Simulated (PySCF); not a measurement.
The complex [FeF4]- (charge -1) contains Fe(III), shell d5. The structure is a PBE0-D3(BJ)/def2-TZVP geometry optimised for multiplicity 6; coordination tetrahedral, point group Td, metal–donor distances 1.81 Å.

```
5

Fe    0.000    0.000    0.000
F     1.048    1.048    1.048
F     1.048   -1.048   -1.048
F    -1.048   -1.048    1.048
F    -1.048    1.048   -1.048
```

Method (PySCF 2.14, density fitting): CASSCF(5,5) with orbitals averaged over all microstates of the shell, strongly contracted NEVPT2 on the averaged canonical orbitals; basis x2c-TZVPall on the metal, x2c-SVPall elsewhere; spin-free X2C; IEF-PCM dichloromethane; spin-orbit coupling by state interaction with the mean-field operator over all roots.

Q: What is the ground state?

A: 6A1 (S = 5/2, orbital degeneracy 1), with 2.0 electrons in the lower (e-type) set and 3.0 in the upper (t2-type) set, by NEVPT2.

Q: Which is the lowest state of another spin?

A: 4T1 at 24644 cm⁻¹ by NEVPT2; CASSCF alone puts it at 29476 cm⁻¹ above the same ground state.

Q: What ligand-field parameters describe the result?

A: At CASSCF level (the NEVPT2 levels don't fit a ligand-field model well): orbital energies 0, 0, 6329, 6329, 6329 cm⁻¹; 10Dq = 6329 cm⁻¹; B = 1148 cm⁻¹; C = 4333 cm⁻¹; B over its free-ion value at the same level 0.887; rms of the fit 197 cm⁻¹; ζ = 426 cm⁻¹ (free ion 466).

Q: What magnetic behaviour follows?

A: The ground multiplet follows a spin Hamiltonian with S = 5/2, g = 2.002, 2.002, 2.002, D = 0 (spin-orbit part alone); the lowest levels hold 100 % of the spin-free ground state. μeff is 5.92 μB at 300 K and 5.92 μB at 10 K; the spin-only value is 5.92 μB.

No frequencies were computed for the optimised geometry. NEVPT2 on the d shell alone tends to put d–d bands too high for such charged or covalently bound ions. Gaps between spin states lean to high spin in this active space.

The job took 15 s on one thread of Arm Neoverse N1 (shared host), with 104 basis functions, launched as `OMP_NUM_THREADS=1 python lf_run.py task.json out`.
